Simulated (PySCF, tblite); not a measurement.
Species: C4H13P3Si.
Geometry (GFN2-xTB, Å), atoms numbered from 1 in this order:
```
atom  x, y, z in Å
C1    -1.492   -1.132    0.721
C2    -1.161   -0.084   -0.338
C3    -1.584    1.304    0.148
C4    -1.876   -0.423   -1.649
P5     0.693    0.027   -0.754
P6     1.495   -1.780    0.131
P7     1.587    0.119    1.224
Si8    3.592    0.970    0.636
H9    -0.909   -0.962    1.628
H10   -2.550   -1.073    0.977
H11   -1.280   -2.137    0.353
H12   -2.663    1.341    0.296
H13   -1.094    1.537    1.094
H14   -1.308    2.068   -0.579
H15   -1.676    0.335   -2.404
H16   -2.952   -0.474   -1.486
H17   -1.538   -1.385   -2.031
H18    2.709   -1.678   -0.560
H19    3.774    0.988   -0.820
H20    3.602    2.326    1.182
H21    4.623    0.130    1.252
```

The calculation used PBE0/pcSseg-1 in PySCF (dipole) on a GFN2-xTB geometry, gas phase.

Take the most abundant isotopes and a rigid rotor. 

(1) Give the principal moments of inertia and the rotational constants in cm⁻¹.

(2) What kind of rotor is it?

(3) Is it planar, by Δ = Ic − Ia − Ib?

(4) Give the other two planar moments, Paa and Pbb, and the rms extents of the mass along the axes.

(5) Where do the levels up to J = 3 lie, in K?

(6) Predict some low-J microwave lines.

Answers

(1) Ia = 278.18, Ib = 758.59, Ic = 837.10 u·Å²; 505379 MHz·u·Å²/I gives 1817, 666.2 and 603.7 MHz, that is A = 0.06060, B = 0.02222, C = 0.02014 cm⁻¹.

(2) An asymmetric top: κ = (2 × 666.2 − 1817 − 603.7)/(1817 − 603.7) = -0.90.

(3) Not planar: Δ = Ic − Ia − Ib = -199.67 u·Å². For a rigid frame Δ = −2 Σ m c², so Σ m c² = 99.83 u·Å² lies off the ab plane: 20.07 from hydrogen and 79.76 from heavier atoms. The atom farthest from that plane is 1.93 Å away.

(4) Paa = Σ m a² = (Ib + Ic − Ia)/2 = 658.76 and Pbb = Σ m b² = (Ia + Ic − Ib)/2 = 178.34 u·Å². With the mass M = 182.00 u, the rms extents √(P/M) along a, b and c are 1.90, 0.99, 0.74 Å.

(5) Above 0(0,0), as E/k:
J = 1: 1(0,1) 0.061, 1(1,1) 0.116, 1(1,0) 0.119
J = 2: 2(0,2) 0.183, 2(1,2) 0.235, 2(1,1) 0.244, 2(2,1) 0.410, 2(2,0) 0.410
J = 3: 3(0,3) 0.365, 3(1,3) 0.413, 3(1,2) 0.431, 3(2,2) 0.593, 3(2,1) 0.593, 3(3,1) 0.876, 3(3,0) 0.876
Those of J = 1 are B + C, A + C and A + B.

(6) The dipole components are |μa| = 0.49 D, |μb| = 0.39 D, |μc| = 0.45 D. The squared components, which scale the intensities, stand as 1.00 : 0.63 : 0.84 (a : b : c). Some lines, for components of 0.1 D or more:

```
type  branch         J(Ka,Kc)   MHz  lower level (cm⁻¹)
   c       Q  2(1,2) ← 2(0,2)  1091               0.127
   c       Q  1(1,1) ← 1(0,1)  1151               0.042
   b       Q  1(1,0) ← 1(0,1)  1213               0.042
   a       R  1(0,1) ← 0(0,0)  1270               0.000
   b       Q  2(1,1) ← 2(0,2)  1278               0.127
   b       R  2(0,2) ← 1(1,1)  1387               0.081
   b       R  1(1,1) ← 0(0,0)  2420               0.000
   a       R  2(1,2) ← 1(1,1)  2477               0.081
   c       R  1(1,0) ← 0(0,0)  2483               0.000
   a       R  2(0,2) ← 1(0,1)  2537               0.042
   a       R  2(1,1) ← 1(1,0)  2602               0.083
   c       Q  2(2,1) ← 2(1,1)  3452               0.170
   b       Q  2(2,0) ← 2(1,1)  3454               0.170
   b       R  2(1,2) ← 1(0,1)  3628               0.042
   b       Q  2(2,1) ← 2(1,2)  3639               0.163
   c       R  2(1,1) ← 1(0,1)  3815               0.042
   b       R  2(2,1) ← 1(1,0)  6054               0.083
   c       R  2(2,0) ← 1(1,0)  6056               0.083
   c       R  2(2,1) ← 1(1,1)  6116               0.081
   b       R  2(2,0) ← 1(1,1)  6119               0.081
```

Its GFN2-xTB frequencies are all real (lowest 40 cm⁻¹). These are rigid-rotor constants of the computed structure; measured ground-state constants (B0) also hold zero-point vibration. A rigid rotor knows nothing of internal rotation, which can split or shift real lines.
